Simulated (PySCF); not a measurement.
## Partial charges of `C=C[PH+]1CCSCC1`

Compound: C₆H₁₂PS (charge +1).
Cartesian coordinates in Å at the GFN2-xTB level; atoms count from 1:
```
atom  x, y, z in Å
C1     3.2878   -0.1543   -0.3130
C2     2.1716   -0.1504    0.4034
P3     0.5408   -0.0115   -0.3154
C4    -0.3249    1.4748    0.2728
C5    -1.7766    1.4819   -0.2030
S6    -2.7208    0.0917    0.5053
C7    -1.9166   -1.2616   -0.4154
C8    -0.4759   -1.4746    0.0457
H9     4.2531   -0.2403    0.1589
H10    3.2881   -0.0731   -1.3885
H11    2.1792   -0.2326    1.4848
H12    0.6589    0.0880   -1.6886
H13    0.2133    2.3586   -0.0867
H14   -0.2897    1.4739    1.3683
H15   -1.8508    1.4373   -1.2909
H16   -2.2789    2.3837    0.1444
H17   -1.9762   -1.0428   -1.4829
H18   -2.5107   -2.1505   -0.2078
H19   -0.0268   -2.3432   -0.4480
H20   -0.4502   -1.6441    1.1283
```

Density: PBE0/pcSseg-1 (PySCF); schemes: Mulliken, IAO, Hirshfeld and ESP-fitted. Geometry: GFN2-xTB, one conformer, isolated ion.

Problem. Which atoms carry the highest charge in the Mulliken, IAO, Hirshfeld and ESP-fitted schemes?

Solution. All schemes agree: Mulliken P3 (+0.585); IAO P3 (+1.061); Hirshfeld P3 (+0.464); ESP-fitted P3 (+0.515).

Problem. For which atoms does the sign change between the 4 schemes (beyond +0.03 e in one, beyond −0.03 e in another)?

Solution. S6.

Problem. Give the atomic charges in each scheme.

Solution. In e:

```
atom                     environment  Mulliken     IAO  Hirshfeld  ESP-fitted
  C1            terminal =CH2 carbon    -0.053  -0.209     -0.008      -0.106
  C2                alkene CH carbon    -0.415  -0.393     -0.073      -0.456
  P3          phosphonium phosphorus    +0.585  +1.061     +0.464      +0.515
  C4  sp3 carbon bound to phosphorus    -0.393  -0.467     -0.087      -0.128
  C5      sp3 carbon bound to sulfur    -0.344  -0.350     -0.060      -0.347
  S6                  sulfide sulfur    +0.077  +0.118     +0.052      -0.079
  C7      sp3 carbon bound to sulfur    -0.345  -0.350     -0.060      -0.333
  C8  sp3 carbon bound to phosphorus    -0.393  -0.467     -0.087      -0.169
  H9                vinylic hydrogen    +0.183  +0.202     +0.094      +0.196
 H10                vinylic hydrogen    +0.160  +0.177     +0.078      +0.159
 H11                vinylic hydrogen    +0.194  +0.193     +0.080      +0.259
 H12                    P–H hydrogen    +0.145  +0.018     +0.053      +0.122
 H13              methylene hydrogen    +0.207  +0.189     +0.076      +0.128
 H14              methylene hydrogen    +0.206  +0.190     +0.070      +0.141
 H15              methylene hydrogen    +0.176  +0.158     +0.054      +0.158
 H16              methylene hydrogen    +0.210  +0.198     +0.076      +0.247
 H17              methylene hydrogen    +0.176  +0.158     +0.054      +0.159
 H18              methylene hydrogen    +0.210  +0.198     +0.076      +0.244
 H19              methylene hydrogen    +0.207  +0.188     +0.076      +0.138
 H20              methylene hydrogen    +0.206  +0.190     +0.070      +0.154
```

Mean size of the charges over all atoms: IAO 0.274 e, Mulliken 0.244 e, ESP-fitted 0.212 e, Hirshfeld 0.087 e. Each set sums to the total charge, 1, to within 0.001 e. The IAO scheme projects the occupied orbitals on a minimal set of polarised atomic orbitals and counts the electrons in each atom's part of it. The Hirshfeld scheme weights the molecular density at each point by an atom's share of the summed free-atom densities.

Problem. Sum the charges by element, for elements with more than one atom.

Solution. 
```json
{"element": "C", "atoms": "6", "Mulliken": "-1.942", "IAO": "-2.237", "Hirshfeld": "-0.375", "ESP-fitted": "-1.540"}
{"element": "H", "atoms": "12", "Mulliken": "+2.280", "IAO": "+2.058", "Hirshfeld": "+0.859", "ESP-fitted": "+2.105"}
```

Problem. How many electrons does the ESP-fitted scheme count on C1?

Solution. Z − q = 6 − (-0.106) = 6.106.

The run behind these numbers computed NMR shieldings as well. Hardware: Arm Neoverse V1, one thread, shared host with 32 logical CPUs at a one-minute load of 8.3. Cost: 47 s wall (with the writing of density and orbital grids), 0.94 GiB resident at most.
